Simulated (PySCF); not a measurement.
C4H5NSi, SMILES C1(C#N)[SiH2]CC=1. Atoms are numbered in the order given.

```xyz
11

N     -0.1512    -3.0188     0.0000
C     -0.0020    -1.8655     0.0000
C      0.1238    -0.4532     0.0000
C      1.2536     0.3035     0.0000
C      0.8441     1.7660     0.0000
Si    -0.9538     1.0975     0.0000
H      2.2870    -0.0693     0.0000
H      1.1787     2.3226    -0.8915
H      1.1787     2.3226     0.8915
H     -1.7754     1.3432    -1.2175
H     -1.7754     1.3432     1.2175
```
Charge 0, spin multiplicity 1.

Coordinates come from a B3LYP-D3(BJ)/def2-SVP optimisation. The structure was generated by enumeration, and PubChem lists no compound with its InChIKey, so it may never have been made.

Method: PySCF with PBE0/pcSseg-1.

GIAO shieldings, no solvent; atoms alike by connectivity are averaged. δ = σ(ref) − σ: ¹⁵N against NH3 (σ = 267.4 ppm); ¹³C against TMS (σ = 186.3 ppm); ²⁹Si against TMS (σ = 352.7 ppm); ¹H against TMS (σ = 31.56 ppm), references at their B3LYP-D3(BJ)/def2-TZVP geometries, non-relativistic.

```tsv
atoms	nucleus	count	δ (ppm)
N1	¹⁵N	1	[?]
C4	¹³C	1	180.8
C3	¹³C	1	128.7
C2	¹³C	1	[?]
C5	¹³C	1	[?]
Si6	²⁹Si	1	[?]
H7	¹H	1	7.84
H10, H11	¹H	2	5.52
H8, H9	¹H	2	2.25
```

Task: Complete the blanks. (The exact figures need the calculation; the answer reports its results.)

Result: 
- C2, δ (ppm): 121.9
- Si6, δ (ppm): -20.6
- C5, δ (ppm): 19.7
- N1, δ (ppm): 329.7
